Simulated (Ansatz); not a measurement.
Consider the formal exchange of groups at a C–B bond: `BOCBS` + GeH₄ → `BO[CH2][GeH3]` + `BS`.

Calculated with Ansatz (gas phase, PBE0-D4/def2-TZVP geometries, no zero-point term in ΔE). CCSD(T)/CBS adds triple-zeta CCSD(T) − MP2 to the extrapolated MP2 energy (def2 sets, frozen cores). This one scheme is used for every species. Functionals use def2-TZVPP. B3LYP here is the variant with VWN-RPA as its local correlation; programs differ in this. For Ge outer-core shells are correlated without core-valence functions, which leaves a few kJ/mol of doubt a bond. Scalar relativity is left out up to krypton. One conformer a species, not always the lowest.

`BOCBS`:

Z-matrix (Å, degrees):
```
C
O 1 1.421
B 1 1.562 2 114.3
H 1 1.101 2 110.4 3 123.6
H 1 1.098 2 107.9 3 -121.2
B 2 1.339 1 122.4 3 -116.0
S 3 1.772 1 119.3 2 2.5
H 3 1.193 1 119.8 2 -177.8
H 6 1.204 2 120.1 1 -1.4
H 6 1.196 2 116.9 1 178.8
H 7 1.343 3 97.4 1 178.9
```

GeH₄:

Cartesian coordinates in Å:
```
Ge 0.000 0.000 0.000
H -1.342 -0.099 -0.736
H 1.028 0.693 -0.903
H 0.495 -1.409 0.351
H -0.181 0.814 1.288
```

`BO[CH2][GeH3]`:

Z-matrix (Å, degrees):
```
C
O 1 1.419
Ge 1 1.974 2 110.2
H 1 1.095 2 110.7 3 122.0
H 1 1.092 2 108.1 3 -119.5
B 2 1.341 1 122.3 3 -114.0
H 3 1.538 1 108.9 2 -178.9
H 3 1.535 1 109.8 2 -58.7
H 3 1.537 1 108.9 2 61.5
H 6 1.203 2 120.1 1 -1.0
H 6 1.196 2 116.7 1 179.1
```

`BS`:

Cartesian coordinates in Å:
```
B 0.291 -0.284 0.414
S 0.011 0.257 -1.243
H 1.252 -0.968 0.581
H -0.444 0.023 1.299
H -1.110 0.972 -1.050
```

| species | B3LYP energy (Eh) |
| --- | --- |
| `BOCBS` | -564.98686 |
| GeH₄ | -2079.44280 |
| `BO[CH2][GeH3]` | -2219.51562 |
| `BS` | -424.90262 |

Problem. Work out ΔE.

Solution. ΔE = (-2219.51562) + (-424.90262) − (-564.98686) − (-2079.44280) = 0.01142 Eh = +30.0 kJ/mol. CCSD(T)/CBS gives +27.9 kJ/mol.

Largest T1 diagnostic among the species: 0.015.
